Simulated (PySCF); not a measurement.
Mo(S)(Cl)(OH)3 (ClH₃MoO₃S), SMILES [OH][Mo]([OH])([Cl])([OH])=[S], multiplicity 1. Atoms are numbered in the order given.

```xyz
9

Mo    -0.2088    -0.2095     0.0000
S      1.6202    -1.2522     0.0000
Cl     0.2967     2.1878     0.0000
O     -0.4664     0.2251    -1.8021
H     -0.3564     1.1384    -2.1128
O     -1.5705    -1.4751     0.0000
H     -1.4552    -2.4367     0.0000
O     -0.4664     0.2251     1.8021
H     -0.3564     1.1384     2.1128
```

Coordinates come from a r2SCAN-D4/def2-SVP optimisation. A frequency run showed that this geometry is not a minimum. The spin state was assumed, not searched. The def2 effective core potentials stand for the cores of Mo; spin–orbit coupling is left out. The values are those of a single conformer.

The numbers are results of PBE0/def2-TZVP run with PySCF, not measurements.

ESP charges are fitted to the potential on shells at 1.4 to 2.0 van der Waals radii. Atomic charges (e):

```csv
atom,ESP fit,Mulliken,Löwdin
Mo1,0.83,1.46,0.15
S2,-0.13,-0.29,0.21
Cl3,-0.35,-0.43,-0.11
O4,-0.59,-0.60,-0.27
H5,0.44,0.37,0.17
O6,-0.41,-0.64,-0.26
H7,0.37,0.37,0.19
O8,-0.59,-0.60,-0.27
H9,0.44,0.37,0.17
```
